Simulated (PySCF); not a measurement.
Potential energy curve for Li2 (cation, charge +1), doublet.

Computed with CCSD(T) on UHF/cc-pVTZ in PySCF.

Question: Relative to R = 3.11 Å, what are the energies at R = 2.57, 3.40, 7.99, 9.72 Å?

Answer: 4.1 kcal/mol at 2.57 Å, 0.7 kcal/mol at 3.40 Å, 27.6 kcal/mol at 7.99 Å, 29.2 kcal/mol at 9.72 Å.
